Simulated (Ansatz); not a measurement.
```yaml
crystal:
  periodic: [false, false, false]
  atoms:
    - {symbol: C, position_ang: [-1.598875, 1.619700, 1.130210]}
    - {symbol: C, position_ang: [-0.954716, 0.796952, 0.072455]}
    - {symbol: N, position_ang: [-0.513475, -0.363751, 0.295133]}
    - {symbol: C, position_ang: [0.129689, -1.074533, -0.776153]}
    - {symbol: Si, position_ang: [1.975763, -1.241416, -0.404434]}
    - {symbol: H, position_ang: [-1.049940, 2.555888, 1.273641]}
    - {symbol: H, position_ang: [-1.628522, 1.071669, 2.071283]}
    - {symbol: H, position_ang: [-2.616937, 1.893901, 0.836381]}
    - {symbol: H, position_ang: [-0.880198, 1.250113, -0.930013]}
    - {symbol: H, position_ang: [-0.004705, -0.601172, -1.762907]}
    - {symbol: H, position_ang: [-0.282147, -2.088020, -0.833454]}
    - {symbol: H, position_ang: [2.592389, 0.109820, -0.329644]}
    - {symbol: H, position_ang: [2.187691, -1.947426, 0.884203]}
    - {symbol: H, position_ang: [2.630982, -2.010925, -1.497902]}
basis:
  gaussian: {orbitals: aug-cc-pVDZ, fitting: {mean_field: cc-pVTZ-jkfit}}
total_charge: -1
magnetization: {spin_polarized: true, initial_magnetization: 1}
hamiltonian: {xc: {name: wB97M-V}, dispersion: d4}
output: {forces: true}
```

```sh
$ ansatz run in.yaml --threads 4 --pin off --events-out ev --progress --plain --max-ram 10444MiB
```

How does Ansatz answer? (Estimate.)

Computed: The input was rejected before any iteration.
```
Error: invalid value for `hamiltonian.dispersion`: no damping is tabulated for this functional; type it, or the functional that lends it
```
